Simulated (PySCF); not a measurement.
## Spinor energies of Br³⁺ (bromine, charge +3)

Start: [Ar] 3d10 4s1 4p3; 4s1/2 filled at m_j = +1/2; 4p3/2 filled at m_j = -1/2, +1/2, +3/2. Calculated with PySCF 2.14 in x2c-SVPall-2c with one added diffuse shell each of s, p, d type (6s7p4d, 47 functions): generalised Hartree-Fock with the X2C-1e Hamiltonian and a Gaussian nucleus; one run each with spin-orbit coupling (SO) switched off, then screened by Boettger's factors. This is a chosen level, not necessarily the ground level.

```tsv
spinor shell	electrons	ε, spin-free (eV)	ε, screened SO (eV)	weight of nominal j (screened SO)	rms radius, screened SO (bohr)
1s1/2	2	-13592.6	-13592.3	1.000	0.0493
2s1/2	2	-1864.3	-1864.3	1.000	0.205
2p1/2	2	-1644.4	-1677.1	1.000	0.180
2p3/2	4	-1644.4	-1628.7	1.000	0.184
3s1/2	2	-316.37	-316.35	1.000	0.588
3p1/2	2	-244.54	-249.64	0.989	0.600
3p3/2	4	-244.54	-242.07	0.994	0.610
3d3/2	4	-125.10	-125.91	0.892	0.648
3d5/2	6	-125.10	-124.53	0.928	0.647
4s1/2	1	-67.254	-67.237	1.000	1.66
4p3/2	3	-48.519	-48.524	0.640	1.88
```

| quantity | spin-free | screened SO |
| --- | --- | --- |
| E (hartree) | -2601.22950 | -2601.34725 |
| M_J | 2 | 2 |
| ⟨J²⟩ | 6.001 | 6.001 |
| ⟨L²⟩ | 0.000 | 0.010 |
| ⟨S²⟩ | 6.001 | 5.988 |

Each row is a mean over spinors that exchange with the open shell spreads, by up to 1.895 eV (3s1/2).

Rows whose weight is well below 1 are mixtures of j = l ± 1/2: exchange outweighs spin-orbit coupling there, and the label is only the starting occupation.

Without spin-orbit coupling the j labels of p, d and f shells carry no meaning; the spin-free column gives the mean over the occupied spinors of each nl shell.
